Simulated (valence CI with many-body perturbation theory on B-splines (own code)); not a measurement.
# Hyperfine factors and g values of Lu XLIX

Level of theory: relativistic CI+MBPT: five valence electrons over a frozen Dirac-Fock core [Ar], radial functions for each j: 7 s, 7 p, 8 d, 6 f, 4 g, 1 h, with the one-electron correlation potential Σ1 (screened to all orders), the two-electron term Σ2, the three-electron term Σ3, Breit, model QED; selected single and double excitations, second order for the rest, scaled by the run's own slope (own B-spline code, finite nucleus).

The last digits are not significant, and no measured levels were compared; by estimate large intervals hold to a few tenths of a per cent, small ones and those within an open d or f shell to about a per cent. Excitations out of the core, of the other parity, are not computed and may begin above about 235 eV (a cautious bound); beyond it only levels of the ground parity were kept, without lifetimes. Only levels of the ground parity were solved; by the run's estimate the other parity begins above the list, which can be wrong where configurations are misplaced.

A/g_I is the dipole constant over the nuclear g factor μ/I (μ in nuclear magnetons, uniformly magnetised nucleus), B/Q the quadrupole constant per barn. Both hold the static response of the core; the bare values leave it out. Large factors of s and p1/2 electrons are usually good to 5 to 10 %; those of open d and f shells near neutrality can be off by tens of per cent, and small factors of p3/2, d and f electrons come from cancelling terms and can be off by a factor of two or in sign, in half-filled shells by more. B is blank for J = 1/2, where it vanishes, and for nearly pure S terms. Energies count from the lowest level.

Levels are named by their leading jj configuration (3d3/2^4 stands for four electrons in 3d with j = 3/2), which in mixed levels can hold well under half, so a name can repeat and another be missing. Letters in brackets count levels of one name in rising energy.

| Level | E (eV) | g | A/g_I (MHz) | A/g_I bare | B/Q (MHz/b) | B/Q bare |
| --- | --- | --- | --- | --- | --- | --- |
| (3d3/2^4 3d5/2) J=5/2 | 0.00 | 1.303 | 30200 | 31100 | 56400 | 56900 |
| (3d3/2^3 3d5/2^2) J=5/2 [a] | 46.31 | 1.334 | 18900 | 19900 | 22800 | 23100 |
| (3d3/2^3 3d5/2^2) J=7/2 [a] | 57.58 | 1.157 | 37500 | 38000 | 63300 | 64000 |
| (3d3/2^3 3d5/2^2) J=11/2 | 58.91 | 1.103 | 47900 | 48300 | -1200 | -1340 |
| (3d3/2^3 3d5/2^2) J=3/2 [a] | 59.21 | 1.165 | 47000 | 47500 | 52400 | 53000 |
| (3d3/2^3 3d5/2^2) J=9/2 | 63.97 | 1.133 | 42800 | 43300 | 64200 | 65000 |
| (3d3/2^3 3d5/2^2) J=5/2 [b] | 67.30 | 1.133 | 44200 | 44700 | -2030 | -2020 |
| (3d3/2^3 3d5/2^2) J=1/2 | 70.30 | 1.808 | -24600 | -22300 |  |  |
| (3d3/2^3 3d5/2^2) J=7/2 [b] | 71.75 | 1.077 | 52000 | 52300 | -68100 | -68900 |
| (3d3/2^3 3d5/2^2) J=3/2 [b] | 87.01 | 0.795 | 82500 | 82100 | -65600 | -66400 |
| (3d3/2^2 3d5/2^3) J=5/2 [a] | 103.04 | 1.294 | 16100 | 17000 | 3850 | 3900 |
| (3d3/2^2 3d5/2^3) J=7/2 [a] | 111.07 | 1.209 | 31900 | 32500 | -3680 | -3730 |
| (3d3/2^2 3d5/2^3) J=11/2 | 111.60 | 1.086 | 47000 | 47400 | 1270 | 1290 |
| (3d3/2^2 3d5/2^3) J=9/2 [a] | 113.51 | 1.140 | 40600 | 41100 | -7300 | -7390 |
| (3d3/2^2 3d5/2^3) J=13/2 | 116.45 | 1.067 | 50500 | 50800 | -71.7 | -64.8 |
| (3d3/2^2 3d5/2^3) J=1/2 [a] | 117.76 | 0.468 | 130000 | 128000 |  |  |
| (3d3/2^2 3d5/2^3) J=3/2 [a] | 118.96 | 1.167 | 39500 | 40100 | 2340 | 2350 |
| (3d3/2^2 3d5/2^3) J=5/2 [b] | 120.17 | 1.020 | 55400 | 55600 | -7430 | -7500 |
| (3d3/2^2 3d5/2^3) J=9/2 [b] | 125.19 | 1.098 | 46300 | 46700 | 1880 | 1900 |
| (3d3/2^2 3d5/2^3) J=7/2 [b] | 127.52 | 0.981 | 61800 | 61800 | -1700 | -1730 |
| (3d3/2^2 3d5/2^3) J=5/2 [c] | 129.46 | 1.045 | 52400 | 52600 | 7740 | 7810 |
| (3d3/2^2 3d5/2^3) J=3/2 [b] | 130.27 | 0.847 | 76600 | 76300 | 5520 | 5620 |
| (3d3/2^2 3d5/2^3) J=7/2 [c] | 135.66 | 1.032 | 55900 | 56100 | 2440 | 2470 |
| (3d3/2^2 3d5/2^3) J=1/2 [b] | 135.75 | 1.768 | -30100 | -27900 |  |  |
| (3d3/2^2 3d5/2^3) J=9/2 [c] | 143.95 | 1.103 | 45600 | 46000 | 24700 | 25000 |
| (3d3/2^2 3d5/2^3) J=3/2 [c] | 158.68 | 1.180 | 37300 | 37900 | -20000 | -20200 |
| (3d3/2^2 3d5/2^3) J=5/2 [d] | 161.33 | 1.195 | 36700 | 37300 | 15200 | 15400 |
| (3d3/2 3d5/2^4) J=5/2 [a] | 168.70 | 1.206 | 22900 | 23600 | -24600 | -24800 |
| (3d3/2 3d5/2^4) J=7/2 [a] | 176.82 | 1.180 | 35900 | 36500 | -75400 | -76300 |
| (3d3/2 3d5/2^4) J=11/2 | 178.38 | 1.067 | 49000 | 49300 | -102 | 22.4 |
| (3d3/2 3d5/2^4) J=3/2 [a] | 179.94 | 0.973 | 53000 | 53100 | -56500 | -57100 |
| (3d3/2 3d5/2^4) J=9/2 | 185.47 | 1.111 | 43500 | 43900 | -83500 | -84400 |
| (3d3/2 3d5/2^4) J=5/2 [b] | 189.85 | 1.108 | 44000 | 44400 | 12300 | 12400 |
| (3d3/2 3d5/2^4) J=7/2 [b] | 193.04 | 1.006 | 55100 | 55200 | 83200 | 84100 |
| (3d3/2 3d5/2^4) J=1/2 | 200.78 | 1.252 | -9800 | -9040 |  |  |
| (3d3/2 3d5/2^4) J=3/2 [b] | 215.63 | 0.865 | 80500 | 80200 | 81900 | 82800 |
| (3d5/2^5) J=5/2 | 241.98 | 1.148 | 35200 | 35700 | -84200 | -85100 |

Task: Take the isotope of mass number 175, with I = 7/2, μ = 2.2257 μN and Q = 3.49 b. What is the hyperfine structure of (3d3/2^3 3d5/2^2) J=11/2?

Result: From the table A = 30500 MHz, B = -4200 MHz. Shifts from the centre of gravity in MHz: F = 2: -696000, F = 3: -603000, F = 4: -481000, F = 5: -327000, F = 6: -144000, F = 7: 69600, F = 8: 313000, F = 9: 586000.
